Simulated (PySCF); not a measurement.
## How methods differ on the ionisation energy of Ar¹⁴⁺

Ar¹⁴⁺ [He] 2s2 (1S) → Ar¹⁵⁺ [He] 2s1 (2S), as a difference of total energies. All numbers are calculated (PySCF 2.14, the non-relativistic Hamiltonian (point nucleus), in an uncontracted even-tempered set (17 s from 2.4 bohr⁻², ratio 2.2; 9 p from 3.8 bohr⁻², ratio 2.4; 6 d from 11 bohr⁻², ratio 2.4; 5 f from 17 bohr⁻², ratio 2.4; 4 g from 26 bohr⁻², ratio 2.4)). Correlated levels: nothing frozen; virtual orbitals above 40 to 60 times the deepest correlated orbital energy dropped. The calculations carry no spin-orbit coupling.

Problem. Order these methods by the ionisation energy they give, lowest first.
A. PBE
B. UHF
C. LDA
D. MP2 (all electrons)

Solution. B (845.97 eV), C (846.42 eV), A (848.55 eV), D (849.47 eV).

These non-relativistic numbers lack the scalar-relativistic shift.

For comparison: 855.5 ± 0.3 eV (semi-empirical (NIST evaluation); NIST Atomic Spectra Database, ionization energies).
